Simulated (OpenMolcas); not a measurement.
# Te IV: the spin-orbit constant, worked from levels

```
Program             : OpenMolcas 26.06
Basis               : ANO-RCC [10s9p8d5f3g]
Scalar Hamiltonian  : DKH2, point nucleus
Active space        : 3 electrons in 9 orbitals (RAS2 5s 5p; RAS3 5d, at most 2 electrons)
State averaging     : 2S+1 = 4 odd, 1 root; 2S+1 = 2 odd, 11 roots; 2S+1 = 4 even, 3 roots; 2S+1 = 2 even, 9 roots
Spin-orbit coupling : RASSI with atomic mean-field integrals over the reference wave functions, term energies averaged over their components
```

Methods: RASSCF; MS-RASPT2, IPEA 0.25 Eh, imaginary shift 0.1 Eh (closed shells correlated: 4d). Measured levels: Moore, Atomic Energy Levels, vol. III, NSRDS-NBS 35 (1971 reprint of NBS Circular 467, 1958).

**The spin-orbit constant.** For the Hund term 2P* of p1, E(J) = (A/2) J(J+1) + constant and ζ = 2S·A = A. From J = 1/2 to J = 3/2 the energy changes by 1.5 A.

```
   Source  E(3/2) - E(1/2)       A     ζ
   RASSCF           8003.3  5335.5  5336
MS-RASPT2           8070.6  5380.4  5380
 measured           9223.0  6148.7  6149
```

All in cm-1. MS-RASPT2 is off by -12.5 % and RASSCF by -13.2 %. Both methods take the spin-orbit matrix elements from the reference wave functions, so the second can move ζ only through the term energies and any multistate remixing.

Active for correlation alone: 5d; no level in the range computed is led by a configuration that fills it, so any true level of that kind is missing. Measured partners are found by configuration, term and J. A level has none where our copy of the source lacks it or the pairing is in doubt (some pairs that miss far off the trend of their configuration count as doubtful), and it then counts in no deviation. Levels of configurations outside the active space are missing.

* marks odd parity.
